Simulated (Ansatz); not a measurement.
H$_{6}$SSi$_{3}$, SMILES `S[SiH]1[SiH2][SiH2]1`, relaxed with RKS PBE-D4/def2-SVP in Ansatz from a rough embedded geometry. The force threshold is 0.03 eV/Å; the program also tests the step.

The species carries charge 0 and has multiplicity 1.

Start:

```xyz
10

S    -0.112   -0.574    2.501
Si    0.695   -0.442    0.590
Si   -0.713   -0.955   -1.045
Si   -0.165    1.273   -0.731
H     0.788    0.259    3.154
H     2.153   -0.734    0.439
H    -0.144   -1.494   -2.350
H    -2.140   -1.234   -0.762
H    -1.163    2.076   -0.100
H     0.801    1.825   -1.695
```

Task: How much energy does the relaxation release, and in how many steps? (Best estimate.)

Result: Computed: 0.35 eV, in 9 steps.

Task: Which bonds change most? (Estimate.)

Result: Ansatz gave: Si2–Si3 from 2.218 to 2.338 Å; S1–Si2 from 2.079 to 2.163 Å; Si4–H9 from 1.427 to 1.502 Å; Si3–Si4 from 2.317 to 2.355 Å.

Task: Give the relaxed structure. (An estimate is asked.)

Result: Computed: 
```xyz
10

S    -0.115   -0.665    2.456
Si    0.875   -0.473    0.543
Si   -0.748   -0.938   -1.075
Si   -0.088    1.286   -0.668
H     0.413    0.465    3.011
H     2.315   -0.905    0.478
H    -0.290   -1.475   -2.403
H    -2.079   -1.481   -0.642
H    -0.964    2.246    0.086
H     0.679    1.940   -1.785
```
